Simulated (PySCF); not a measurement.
## Lu: excitation energy

Lu [Xe] 4f14 5d1 6s2 (2D) → Lu [Xe] 4f14 5d3 (4F), as a difference of total energies. Computed with PySCF 2.14 in cc-pVDZ-X2C (8s7p5d3f1g, 84 functions), with the spin-free X2C one-electron Hamiltonian (Gaussian nucleus). Correlated levels: valence: [Kr] 4d10 frozen. The calculations carry no spin-orbit coupling.

| method | excitation energy (eV) |
| --- | --- |
| UHF | 5.177 |
| MP2 (valence) | 5.816 |
| SCS-MP2 (valence) | 6.164 |
| CCSD (valence) | 5.895 |
| CCSD(T) (valence) | 5.932 |

How much does correlation contribute at CCSD(T) (valence)?

5.932 − (5.177) = 0.755 eV, measured against UHF.

A first-order spin-orbit estimate (lowest level to lowest level, LS coupling) adds 0.005 eV.

The upper state lies above the first ionisation limit, but in LS coupling its spin forbids autoionisation to the ground ion; at this Z spin-orbit coupling breaks that rule.
